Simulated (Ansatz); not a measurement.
Total energies of GeEt2(OAc)2 (C8H16GeO4) from Ansatz at PBE0-D4/def2-TZVP, gas phase (1 Eh = 27.2114 eV = 2625.5 kJ/mol). The reference geometry is relaxed at PBE-D4/def2-SVP.

```xyz
29

Ge    0.686    0.165   -0.169
C     0.826    1.028   -1.924
C    -0.348    1.942   -2.289
H     0.948    0.204   -2.658
H     1.789    1.583   -1.916
H    -0.208    2.381   -3.299
H    -1.305    1.386   -2.273
H    -0.447    2.774   -1.564
C     2.326   -0.389    0.739
C     3.106   -1.452   -0.042
H     2.000   -0.762    1.731
H     2.933    0.524    0.914
H     4.018   -1.765    0.508
H     2.491   -2.358   -0.210
H     3.436   -1.083   -1.036
O    -0.224   -1.454   -0.308
C    -1.553   -1.395   -0.495
C    -2.212   -2.747   -0.361
O    -2.151   -0.350   -0.715
H    -3.252   -2.701   -0.727
H    -2.213   -3.027    0.713
H    -1.637   -3.523   -0.901
O    -0.226    1.416    0.858
C    -0.793    0.965    1.993
C    -1.667    2.008    2.648
O    -0.632   -0.173    2.411
H    -1.943    1.687    3.667
H    -2.586    2.124    2.037
H    -1.161    2.992    2.667
```

| state | geometry | energy (Eh) |
| --- | --- | --- |
| charge 0 singlet | reference | -2691.80378 |
| charge 1 doublet | reference | -2691.46128 |
| free Ge atom (triplet) | – | -2076.65516 |
| free C atom (triplet) | – | -37.80537 |
| free H atom (doublet) | – | -0.50104 |
| free O atom (triplet) | – | -75.01860 |

Single mean-field runs in def2-TZVP are fitted with def2-universal-jkfit.

Work out the vertical ionisation energy to the doublet.

E(charge 1 doublet) − E(charge 0 singlet) = -2691.46128 − (-2691.80378) = 0.34250 Eh = 9.32 eV. For comparison, −ε of the highest occupied level is 7.70 eV at this level, 1.62 eV less.

What is the binding energy per atom against free atoms?

Atoms: 1 × (-2076.65516) + 8 × (-37.80537) + 16 × (-0.50104) + 4 × (-75.01860) = -2687.18916 Eh. Binding: -2687.18916 − (-2691.80378) = 4.61462 Eh = 125.57 eV, or 4.33 eV for each of 29 atoms (no zero-point energy, no counterpoise term).
